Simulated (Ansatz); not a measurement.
Input for Ansatz (a first-principles code): R-CCSD(T)/cc-pV(T+d)Z on AlH4NO2 (SMILES [NH2][Al]([OH])[OH]), a point of a torsion scan. Files ending in .json are basis or fitting sets from the Basis Set Exchange.

Ansatz 0.2 input:
```yaml
crystal:
  periodic: [false, false, false]
  atoms:
    - {symbol: N, position_ang: [1.59418553, -0.19606137, -0.01423312]}
    - {symbol: Al, position_ang: [0.22425638, 0.52835589, -0.93327198]}
    - {symbol: O, position_ang: [-0.65548716, 1.76650098, -0.26581415]}
    - {symbol: O, position_ang: [-0.19714589, -0.01153617, -2.44356405]}
    - {symbol: H, position_ang: [2.34812857, 0.43039297, 0.23810175]}
    - {symbol: H, position_ang: [1.35887750, -0.70354506, 0.82907360]}
    - {symbol: H, position_ang: [-1.37124380, 2.37645598, -0.37170926]}
    - {symbol: H, position_ang: [0.01821936, -0.62948159, -3.12627935]}
basis:
  gaussian:
    orbitals: cc-pV_T+d_Z.json
magnetization: {spin_polarized: false}
correlation: {method: ccsd_t, electrons: outside_noble_gas}
scf: {lower_state_search: off}
```

It printed:

```
WARN ansatz: RAYON_NUM_THREADS=1 ignored (pool sized by the plan → 1); use --threads N
Functional definition: HF
these checks for a lower state are left out or cut short: stability, starts, cluster_reference, orbital_swaps, neighbouring_geometries, increment
integrals: 0.64 GiB planned
1092 factors; integrals over basis functions are off by at most 9.4e-4 eV
mean field: 0.49 GiB planned
mean field evaluation 1: about -12202.8068 eV, gradient 6.0e1 eV
mean field evaluation 2: about -12202.8720 eV, gradient 6.0e1 eV
mean field evaluation 4: about -12208.9247 eV, gradient 2.7e0 eV
mean field evaluation 8: about -12208.9675 eV, gradient 2.9e-1 eV
mean field -12208.96794035 eV, -448.6712962721 hartree, gradient 1.0e-6 eV, S^2 0.000000; 0 other end points of the search recorded, 0 dependent functions left out
8 core orbitals not correlated
reference -12208.96794035 eV, -448.6712962721 hartree; 12, 12 occupied and 165, 165 virtual orbitals, 1092 factors
second order -21.17606488 eV of doubles, -0.00000000 eV of singles
coupled cluster: 1.88 GiB planned
cycle   1  -21.03279009 eV  change    1.4e-1 eV  update   8.6e-2
cycle   2  -21.44173506 eV  change   -4.1e-1 eV  update   2.4e-2
cycle   3  -21.54308990 eV  change   -1.0e-1 eV  update   1.2e-2
cycle   4  -21.52996376 eV  change    1.3e-2 eV  update   2.9e-3
cycle   5  -21.52893601 eV  change    1.0e-3 eV  update   1.4e-3
cycle   6  -21.52952906 eV  change   -5.9e-4 eV  update   4.2e-4
cycle   7  -21.52924071 eV  change    2.9e-4 eV  update   1.7e-4
cycle   8  -21.52918295 eV  change    5.8e-5 eV  update   6.5e-5
cycle   9  -21.52921243 eV  change   -2.9e-5 eV  update   2.9e-5
cycle  10  -21.52920992 eV  change    2.5e-6 eV  update   1.1e-5
perturbative correction -0.74367950 eV, -0.0273297176 hartree
Total energy: -12231.24082978 eV, -449.4898098615 hartree
Checks for a lower state left out: stability, starts, cluster_reference, orbital_swaps, neighbouring_geometries, increment
```

Self-consistency was reached.

Cost: about 80 core-seconds (a rough figure).
